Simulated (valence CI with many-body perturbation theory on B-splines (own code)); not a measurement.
Au⁶⁵⁺: electric-dipole lines

Calculated by relativistic CI+MBPT: four valence electrons over a frozen Dirac-Fock core [Ne], a basis of 11 s, 11 p, 10 d, 8 f, 5 g, 2 h functions for each j, with the one-electron correlation potential Σ1 (screened to all orders), the two-electron term Σ2, the three-electron term Σ3, Breit, model QED; selected single and double excitations, second order for the rest, scaled by the run's own slope (own B-spline code, finite nucleus).

No measured spectrum was set against this ion. As an estimate, large intervals hold to a few tenths of a per cent, small ones and those within an open d or f shell to about a per cent. Among the levels kept, up to 590 cm⁻¹ of a level comes from second order outside the variational space, and about a tenth of that is noise between levels of different J, which matters for small intervals.

Lines 1 to 50 of 565 in falling wavelength, among levels below 2205.6 eV, chosen from the strongest by gf and those to the six lowest levels. Wavelengths and rates use the calculated energies. Electric multipoles are in the length gauge, E1 and E2 with the static RPA response of the core. Weak lines are less certain than strong ones. Lines between different terms over intervals too small for the method are left out, as are lines whose strength nearly cancels. The highest levels of a list are the least certain.

Levels are named by their leading jj configuration (3d3/2^4 stands for four electrons in 3d with j = 3/2), which in mixed levels can hold well under half, so a name can repeat and another be missing. Letters in brackets count levels of one name in rising energy.

```csv
λ vac (Å),Upper,Lower,A (s⁻¹),S (a.u.)
86.57,(3s 3p1/2 3d3/2 3d5/2) J=4 [a],(3s^2 3d3/2 3d5/2) J=3,6.39e+09,1.84e-02
80.55,(3s 3p1/2 3d3/2 3d5/2) J=5,(3s^2 3d3/2 3d5/2) J=4,1.65e+10,4.67e-02
80.10,(3p1/2 3p3/2^2 3d3/2) J=4,(3s 3p3/2^2 3d3/2) J=3 [b],9.25e+09,2.11e-02
79.54,(3s 3p1/2 3p3/2 3d3/2) J=4,(3s^2 3p3/2 3d3/2) J=3,1.19e+10,2.66e-02
75.96,(3p1/2 3p3/2^2 3d5/2) J=5,(3s 3p3/2^2 3d5/2) J=4 [b],1.18e+10,2.81e-02
70.64,(3s 3p1/2 3d3/2 3d5/2) J=3 [c],(3s^2 3d3/2 3d5/2) J=2,1.49e+10,1.82e-02
70.26,(3p1/2^2 3d3/2 3d5/2) J=4,(3s 3p1/2 3d3/2 3d5/2) J=3 [d],2.54e+10,3.92e-02
70.24,(3s 3p1/2 3d5/2^2) J=5,(3s^2 3d5/2^2) J=4,3.38e+10,6.36e-02
69.61,(3s 3p1/2^2 3p3/2) J=2,(3s^2 3p1/2 3p3/2) J=2,1.50e+10,1.25e-02
69.42,(3s 3p1/2 3p3/2 3d5/2) J=5,(3s^2 3p3/2 3d5/2) J=4,2.55e+10,4.63e-02
68.86,(3s 3p1/2 3d5/2^2) J=3 [a],(3s^2 3d5/2^2) J=2,2.98e+10,3.36e-02
68.79,(3s 3p1/2 3p3/2^2) J=3,(3s^2 3p3/2^2) J=2,1.75e+10,1.97e-02
67.67,(3s 3p1/2 3p3/2 3d5/2) J=4 [c],(3s^2 3p3/2 3d5/2) J=3,1.60e+10,2.21e-02
67.64,(3s 3p1/2 3d3/2 3d5/2) J=4 [c],(3s^2 3d3/2 3d5/2) J=4,1.65e+10,2.27e-02
66.86,(3s 3p1/2 3d5/2^2) J=1 [b],(3s^2 3d5/2^2) J=0,3.30e+10,1.46e-02
66.71,(3p1/2^2 3p3/2 3d5/2) J=4,(3s 3p1/2 3p3/2 3d5/2) J=3 [c],2.11e+10,2.79e-02
66.68,(3s 3p1/2^2 3d5/2) J=3,(3s^2 3p1/2 3d5/2) J=3,2.07e+10,2.13e-02
66.16,(3s 3p1/2 3p3/2 3d5/2) J=3 [b],(3s^2 3p3/2 3d5/2) J=2,2.09e+10,2.09e-02
66.13,(3s 3p1/2^2 3d5/2) J=3,(3s^2 3p1/2 3d5/2) J=2,3.37e+10,3.37e-02
65.97,(3s 3p1/2 3p3/2 3d3/2) J=3 [c],(3s^2 3p3/2 3d3/2) J=3,2.36e+10,2.34e-02
65.92,(3s 3p1/2^2 3p3/2) J=2,(3s^2 3p1/2 3p3/2) J=1,1.86e+10,1.31e-02
65.49,(3p1/2^2 3d3/2 3d5/2) J=4,(3s 3p1/2 3d3/2 3d5/2) J=4 [c],2.06e+10,2.58e-02
64.95,(3s 3p1/2 3d5/2^2) J=2 [b],(3s^2 3d5/2^2) J=2,3.29e+10,2.22e-02
64.75,(3p1/2^2 3d3/2 3d5/2) J=2,(3s 3p1/2 3d3/2 3d5/2) J=3 [c],2.68e+10,1.79e-02
64.48,(3p1/2^2 3p3/2 3d3/2) J=3,(3s 3p1/2 3p3/2 3d3/2) J=3 [c],2.82e+10,2.62e-02
64.31,(3s 3p1/2^2 3d3/2) J=1,(3s^2 3p1/2 3d3/2) J=2,4.22e+10,1.66e-02
64.12,(3s 3p1/2 3d5/2^2) J=4 [b],(3s^2 3d5/2^2) J=4,2.68e+10,3.14e-02
64.05,(3p1/2^2 3p3/2 3d5/2) J=3,(3s 3p1/2 3p3/2 3d5/2) J=2 [c],2.45e+10,2.22e-02
63.97,(3p1/2^2 3d3/2^2) J=0,(3s 3p1/2 3d3/2^2) J=1 [b],1.08e+11,1.39e-02
63.77,(3p1/2^2 3p3/2 3d5/2) J=3,(3s 3p1/2 3p3/2 3d5/2) J=3 [d],1.84e+10,1.65e-02
63.37,(3p1/2^2 3d5/2^2) J=4,(3s 3p1/2 3d5/2^2) J=3 [b],5.81e+10,6.57e-02
63.21,(3s 3p1/2 3d3/2 3d5/2) J=3 [d],(3s^2 3d3/2 3d5/2) J=4,2.92e+10,2.55e-02
62.75,(3s 3p1/2 3d5/2^2) J=3 [b],(3s^2 3d5/2^2) J=4,3.40e+10,2.90e-02
62.69,(3p1/2 3p3/2^2 3d3/2) J=4,(3s 3p3/2^2 3d3/2) J=4,2.21e+10,2.41e-02
62.57,(3p1/2^2 3p3/2 3d5/2) J=4,(3s 3p1/2 3p3/2 3d5/2) J=4 [b],1.30e+10,1.41e-02
62.04,(3p1/2^2 3d5/2^2) J=4,(3s 3p1/2 3d5/2^2) J=4 [b],4.79e+10,5.07e-02
61.96,(3p1/2^2 3d3/2 3d5/2) J=2,(3s 3p1/2 3d3/2 3d5/2) J=1 [b],2.25e+10,1.32e-02
61.91,(3p1/2^2 3d5/2^2) J=2,(3s 3p1/2 3d5/2^2) J=1 [a],3.96e+10,2.32e-02
61.88,(3p1/2^2 3p3/2 3d5/2) J=2,(3s 3p1/2 3p3/2 3d5/2) J=2 [b],3.09e+10,1.81e-02
61.80,(3s 3p1/2 3p3/2 3d5/2) J=3 [d],(3s^2 3p3/2 3d5/2) J=3,2.76e+10,2.25e-02
61.72,(3s 3p1/2^2 3d3/2) J=2,(3s^2 3p1/2 3d3/2) J=2,3.26e+10,1.89e-02
61.64,(3s 3p1/2^2 3d5/2) J=2,(3s^2 3p1/2 3d5/2) J=3,4.66e+10,2.69e-02
61.57,(3p1/2 3p3/2^2 3d3/2) J=3 [a],(3s 3p3/2^2 3d3/2) J=3 [a],2.51e+10,2.02e-02
61.31,(3p1/2^2 3d3/2 3d5/2) J=3,(3s 3p1/2 3d3/2 3d5/2) J=3 [b],4.87e+10,3.88e-02
61.26,(3p1/2^2 3d5/2^2) J=2,(3s 3p1/2 3d5/2^2) J=2 [b],6.44e+10,3.65e-02
59.86,(3p1/2^2 3d3/2^2) J=2,(3s 3p1/2 3d3/2^2) J=3,5.54e+10,2.93e-02
59.84,(3p1/2^2 3d3/2 3d5/2) J=2,(3s 3p1/2 3d3/2 3d5/2) J=2 [b],4.12e+10,2.18e-02
59.83,(3s 3p1/2^2 3p3/2) J=1,(3s^2 3p1/2 3p3/2) J=2,5.18e+10,1.64e-02
59.66,(3p1/2^2 3d5/2^2) J=0,(3s 3p1/2 3d5/2^2) J=1 [b],2.15e+11,2.25e-02
59.65,(3s 3p1/2 3p3/2^2) J=2 [b],(3s^2 3p3/2^2) J=2,3.07e+10,1.61e-02
```
